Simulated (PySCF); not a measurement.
## ORD: SMILES C1CC=C=CCCCC1, C₉H₁₄

Geometry:
```json
{"atom": "C1", "x (Å)": "-0.798", "y (Å)": "-1.535", "z (Å)": "-0.125"}
{"atom": "C2", "x (Å)": "-1.917", "y (Å)": "-0.888", "z (Å)": "0.085"}
{"atom": "C3", "x (Å)": "-2.152", "y (Å)": "0.496", "z (Å)": "-0.472"}
{"atom": "C4", "x (Å)": "-0.919", "y (Å)": "1.180", "z (Å)": "-1.062"}
{"atom": "C5", "x (Å)": "0.045", "y (Å)": "1.822", "z (Å)": "-0.059"}
{"atom": "C6", "x (Å)": "0.808", "y (Å)": "0.932", "z (Å)": "0.927"}
{"atom": "C7", "x (Å)": "1.875", "y (Å)": "-0.007", "z (Å)": "0.328"}
{"atom": "C8", "x (Å)": "1.595", "y (Å)": "-1.507", "z (Å)": "0.502"}
{"atom": "C9", "x (Å)": "0.422", "y (Å)": "-1.964", "z (Å)": "-0.334"}
{"atom": "H10", "x (Å)": "-2.715", "y (Å)": "-1.339", "z (Å)": "0.689"}
{"atom": "H11", "x (Å)": "-2.943", "y (Å)": "0.434", "z (Å)": "-1.242"}
{"atom": "H12", "x (Å)": "-2.581", "y (Å)": "1.125", "z (Å)": "0.330"}
{"atom": "H13", "x (Å)": "-0.383", "y (Å)": "0.465", "z (Å)": "-1.708"}
{"atom": "H14", "x (Å)": "-1.267", "y (Å)": "1.984", "z (Å)": "-1.731"}
{"atom": "H15", "x (Å)": "-0.525", "y (Å)": "2.564", "z (Å)": "0.528"}
{"atom": "H16", "x (Å)": "0.784", "y (Å)": "2.409", "z (Å)": "-0.632"}
{"atom": "H17", "x (Å)": "0.095", "y (Å)": "0.351", "z (Å)": "1.533"}
{"atom": "H18", "x (Å)": "1.305", "y (Å)": "1.610", "z (Å)": "1.640"}
{"atom": "H19", "x (Å)": "2.003", "y (Å)": "0.205", "z (Å)": "-0.748"}
{"atom": "H20", "x (Å)": "2.853", "y (Å)": "0.211", "z (Å)": "0.789"}
{"atom": "H21", "x (Å)": "2.489", "y (Å)": "-2.083", "z (Å)": "0.218"}
{"atom": "H22", "x (Å)": "1.413", "y (Å)": "-1.720", "z (Å)": "1.569"}
{"atom": "H23", "x (Å)": "0.623", "y (Å)": "-2.598", "z (Å)": "-1.208"}
```

Theory: PySCF 2.14.0, TDDFT CAM-B3LYP/def2-SVPD circular dichroism and optical rotation, one conformer, gas phase. Geometry: PBE0-D3(BJ)/def2-SVP.

No stereocentre is labelled: unless the shape is locked (an allene, a helicene, a hindered biaryl), the mirror image is equally populated and a measured rotation or CD is zero.

(1) Give the optical rotatory dispersion at 633, 589.3, 546, 436, 405, 365, 355 nm.

(2) And for the mirror image at 589.3 nm?

(3) What is the molar rotation [Φ] = [α]·M/100 of the geometry above at 589.3 nm?

## Answers

(1) [α] in deg dm⁻¹ (g/mL)⁻¹:
```
λ (nm)  origin-invariant length gauge  modified velocity gauge  length gauge (centre of mass)  isotropic polarisability (au)
   633                          -81.3                    -64.6                          -82.4                          107.2
 589.3                          -96.6                    -77.2                          -97.9                          107.6
   546                         -116.7                    -94.1                         -118.3                          108.2
   436                         -213.7                   -177.5                         -216.6                          110.5
   405                         -266.3                   -224.1                         -269.9                          111.5
   365                         -373.4                   -320.9                         -378.4                          113.4
   355                         -411.6                   -356.0                         -417.1                          114.0
```

(2) +96.6 deg dm⁻¹ (g/mL)⁻¹ (origin-invariant length gauge): the same size and the opposite sign.

(3) With M = 122.21 g/mol, -118.0 deg cm² dmol⁻¹ (origin-invariant length gauge).

The first excitation lies at 5.59 eV (222 nm) with R = -12.5 × 10⁻⁴⁰ esu² cm² (velocity form).
